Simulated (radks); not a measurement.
The numbers below are computed, except where a source is named.
The technetium ion Tc2+, configuration [Kr] 4d5 (the NIST ground configuration).

Level of theory: non-relativistic Kohn-Sham, r2SCAN, spin-polarised, spherical densities, point nucleus; open shells are filled with parallel spins first (spin-orbit coupling, left out, can overturn this in heavy ions); meta-GGA in the generalised Kohn-Sham scheme; relativity is left out, which matters for an element this heavy (a radial shooting solver on a logarithmic mesh with Libxc functionals).

Energy parts (eV):
| part | energy |
|---|---|
| total | -114453.594 |
| kinetic | 114402.791 |
| electron-nucleus | -271731.036 |
| Hartree | 46306.483 |
| exchange-correlation | -3431.831 |

Orbitals (lengths in bohr, moments of r in powers of bohr; <r^-3> diverges for s and p1/2; r(max) is where P^2 peaks):
orbital  occ.  eigenvalue (eV)     <r^2>  <r^-3>   r(max)
1s up       1        -20377.59  0.001682       -  0.02345
1s down     1        -20377.63  0.001682       -  0.02345
2s up       1        -2882.466   0.02811       -   0.1308
2s down     1        -2881.439   0.02810       -   0.1308
2p up       3        -2659.600   0.02140    2487   0.1029
2p down     3        -2658.882   0.02140    2488   0.1029
3s up       1        -518.3928    0.2079       -   0.3827
3s down     1        -518.1494    0.2079       -   0.3829
3p up       3        -431.2945    0.2058   416.7   0.3702
3p down     3        -430.9202    0.2058   415.9   0.3704
3d up       5        -272.3086    0.1903   62.12   0.3123
3d down     5        -271.5297    0.1901   62.03   0.3126
4s up       1         -88.9280     1.353       -   0.9800
4s down     1         -84.5002     1.333       -   0.9716
4p up       3         -63.5213     1.616   59.94    1.039
4p down     3         -58.7585     1.587   62.15    1.030
4d up       5         -24.4701     2.943   5.272    1.254
4d down     0         -19.0645     3.032   5.469    1.237

The highest occupied level is 4d up at -24.470 eV. Summed over all electrons, <r^2> = 30.75 bohr^2, which gives a Langevin (diamagnetic) susceptibility term of -24.4 x 10^-6 cm^3/mol. The electron density at the nucleus is 5.55e+04 e/bohr^3. The density falls to 0.001 e/bohr^3 at r = 3.46 bohr.
